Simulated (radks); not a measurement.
Question: Species: Ta I. Configuration: [Xe] 4f14 5d3 6s2. Method: scalar-relativistic Kohn-Sham, SOGGA, spin-unpolarised, spherical densities, point nucleus; computed with a radial shooting solver on a logarithmic mesh with Libxc functionals. Some entries of the table are withheld. Estimate them.

orbital  occ.  eigenvalue (eV)  <r^2> (bohr^2)  <r> (bohr)
1s          2        -67346.58       0.0004787     0.01866
2s          2        -11570.93        0.007376     0.07896
2p          6              (1)        0.006085     0.07058
3s          2        -2650.382         0.04798      0.2049
3p          6        -2225.035         0.04868      0.2049
3d         10        -1728.693         0.04040      0.1857
4s          2              (2)          0.2377      0.4588
4p          6        -400.4940          0.2708      0.4878
4d         10        -221.9573          0.3175      0.5232
5s          2         -72.9379           1.361       1.100
5p          6         -39.3324           1.903       1.294
4f         14         -24.6344          0.5213      0.6396
6s          2          -5.3825             (3)       3.290
5d          3          -3.5304           6.294       2.254

Answer: 
(1) 2p eigenvalue (eV): -10140.59
(2) 4s eigenvalue (eV): -540.0224
(3) 6s <r^2> (bohr^2): 12.35
